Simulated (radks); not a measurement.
Q: All-electron atom: Bi2+ in [Hg] 6p1. Method: scalar-relativistic Kohn-Sham, SCAN, spin-polarised, spherical densities, finite nucleus; open shells are filled with parallel spins first (spin-orbit coupling, left out, can overturn this in heavy ions); meta-GGA in the generalised Kohn-Sham scheme; Fermi nuclear charge, rms radius 5.5211 fm; computed with a radial shooting solver on a logarithmic mesh with Libxc functionals. Some entries of the table are withheld. Estimate them.

| orbital | occ. | eigenvalue (hartree) | <1/r> (bohr^-1) |
|---|---|---|---|
| 1s up | 1 | -3334.697 | 103.2 |
| 1s down | 1 | -3334.697 | 103.2 |
| 2s up | 1 | -600.8371 | 24.28 |
| 2s down | 1 | -600.8368 | 24.28 |
| 2p up | 3 | -514.0645 | 21.23 |
| 2p down | 3 | -514.0640 | 21.23 |
| 3s up | 1 | -146.0353 | 9.001 |
| 3s down | 1 | -146.0349 | 9.001 |
| 3p up | 3 | -121.1118 | 8.115 |
| 3p down | 3 | -121.1114 | 8.115 |
| 3d up | 5 | -95.98579 | 7.599 |
| 3d down | 5 | -95.98526 | 7.599 |
| 4s up | 1 | -34.27600 | 3.875 |
| 4s down | 1 | -34.27552 | 3.875 |
| 4p up | 3 | -26.07349 | 3.482 |
| 4p down | 3 | -26.07307 | 3.482 |
| 4d up | 5 | -16.65046 | 3.132 |
| 4d down | 5 | -16.64978 | 3.132 |
| 5s down | 1 | -6.55036 | 1.636 |
| 5s up | 1 | -6.54957 | 1.637 |
| 4f up | 7 | -6.31665 | 2.744 |
| 4f down | 7 | -6.31547 | 2.745 |
| 5p down | 3 | -4.25326 | (1) |
| 5p up | 3 | -4.25102 | (2) |
| 5d up | 5 | -1.66233 | 1.069 |
| 5d down | 5 | -1.65753 | 1.073 |
| 6s up | 1 | -1.15286 | (3) |
| 6s down | 1 | -1.12953 | (4) |
| 6p up | 1 | -0.72611 | (5) |

A: 
(1) 5p down <1/r> (bohr^-1): 1.407
(2) 5p up <1/r> (bohr^-1): 1.408
(3) 6s up <1/r> (bohr^-1): 0.6145
(4) 6s down <1/r> (bohr^-1): 0.6205
(5) 6p up <1/r> (bohr^-1): 0.4824
